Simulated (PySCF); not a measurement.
Electric field gradients and quadrupole coupling constants

Species: C4H4F3N.
Geometry (GFN2-xTB, Å), atoms numbered from 1 in this order:
```
atom  x, y, z in Å
N1     2.590   -0.694    0.064
C2     1.342   -0.550    0.103
C3     0.601    0.648   -0.288
C4    -0.724    0.760   -0.231
F5    -1.333    1.899   -0.610
C6    -1.709   -0.285    0.231
F7    -1.613   -1.412   -0.515
F8    -1.463   -0.660    1.510
H9     3.114    0.113   -0.275
H10    0.768   -1.397    0.461
H11    1.175    1.494   -0.646
H12   -2.745    0.084    0.170
```

Field gradients from the PBE0/pcSseg-1 density (PySCF, non-relativistic), principal values in atomic units, ordered |Vxx| ≤ |Vyy| ≤ |Vzz|:

```json
{"atom": "N1", "Vxx": "0.3162", "Vyy": "0.7537", "Vzz": "-1.0698"}
```

**Question.** Find the asymmetry η = (Vxx − Vyy)/Vzz and the couplings χ = eQV/h (234.96 MHz × Q in barn × V in au), with Q(14N) = 0.02044 b.

**Answer.** 
```
atom     environment  nucleus     η  χzz (MHz)  χxx (MHz)  χyy (MHz)
  N1  imine nitrogen      14N  0.41      -5.14       1.52       3.62
```

**Question.** What is Vzz at N1 in SI units (1 au = 9.71736 × 10²¹ V/m²)?

**Answer.** -1.0698 au = -10.396 × 10²¹ V/m².

**Question.** What couplings would deuterons (Q(2H) = 0.00286 b) have in place of the hydrogens, at this geometry?

**Answer.** 
```tsv
atom	bonded to	bond length (Å)	Vzz (au)	η	χzz (kHz)
H9	N1	1.020	0.3825	0.03	257
H10	C2	1.084	0.3083	0.07	207
H11	C3	1.083	0.3192	0.08	214
H12	C6	1.101	0.2640	0.02	177
```

Geometry: GFN2-xTB, one conformer, isolated molecule. GFN2-xTB bond lengths can be off by several hundredths of an ångström, more for odd bonds, and the gradients follow them. With so small a basis the couplings can be 20 % off.
